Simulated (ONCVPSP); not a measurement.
# osmium (Os), ONCV: configuration errors across variants

* Element: osmium (Os)
* Generator: ONCVPSP 4.0.1
* Type: optimised norm-conserving Vanderbilt (ONCV)
* Functional: PBE
* Relativity: fully relativistic
* Frozen core: [Kr] 4d10 4f14
* Valence charge: 16
* Reference configuration: 5s2 5p6 5d6 6s1 (charge +1)
* Partial waves: 5s+6s: rc 1.75 bohr, ncon 4, nbas 7, qcut 7.3 1/bohr, 2 projectors; 5p: rc 1.55 bohr, ncon 3, nbas 8, qcut 6.8 1/bohr, 1 projector; 5d: rc 2.45 bohr, ncon 4, nbas 8, qcut 7.8 1/bohr, 2 projectors, debl 2.9 Ha
* Local potential: polynomial inside 1.05 bohr (lpopt 5, dvloc0 1 Ha)
* Core correction: Teter function, fcfact 2, rcfact 1.45

Open shells are filled in proportion to 2j + 1.

All-electron excitation energies from the reference (eV): (1) 5s2 5p6 5d6 6s2 -9.585; (2) 5s2 5p6 5d6 6s0 16.919; (3) 5s2 5p6 5d5 6s0 45.758; (4) 5s2 5p5 5d6 6s2 48.095.

A true bound ghost makes a file unfit for plane-wave use even where its test errors are small: the radial tests pick states by their node count and pass the ghost by.

Errors AE − PS in meV (a dash: test not solved or not reliable):

| change | (1) | (2) | (3) | (4) | bound ghosts | GHOST(+) flags above zero |
| --- | --- | --- | --- | --- | --- | --- |
| base | -0.9 | -1.2 | +3.6 | -70 | none | s |
| all radii but the core radius scaled by about 0.82 (s 1.44, p 1.26, d 2.00 bohr); local potential polynomial inside 0.86 bohr (lpopt 5, dvloc0 1 Ha) | -0.6 | +0.4 | +4.1 | -25 | s, p3/2 | p1/2 |
| all radii but the core radius scaled by about 0.88 (s 1.54, p 1.36, d 2.14 bohr); local potential polynomial inside 0.92 bohr (lpopt 5, dvloc0 1 Ha) | -0.7 | +0.1 | +3.6 | -33 | s | p3/2 |
| all radii but the core radius scaled by about 1.14 (s 2.00, p 1.76, d 2.80 bohr); local potential polynomial inside 1.20 bohr (lpopt 5, dvloc0 1 Ha) | -1.2 | -3.5 | +9.0 | -119 | none | none |
| all radii but the core radius scaled by about 1.20 (s 2.10, p 1.86, d 2.94 bohr); local potential polynomial inside 1.26 bohr (lpopt 5, dvloc0 1 Ha) | -1.4 | -3.0 | +5.6 | -109 | none | s, d5/2 |
| all radii but the core radius scaled by about 1.31 (s 2.30, p 2.04, d 3.22 bohr); local potential polynomial inside 1.38 bohr (lpopt 5, dvloc0 1 Ha) | -2.0 | -6.6 | +16 | -144 | none | none |

(1) Give the same row for: all radii but the core radius scaled by about 1.06 (s 1.86, p 1.64, d 2.60 bohr); local potential polynomial inside 1.12 bohr (lpopt 5, dvloc0 1 Ha).

Results:

(1) -1.0, -2.0, +5.0, -91; bound ghosts: d5/2; GHOST(+) flags above zero: s.
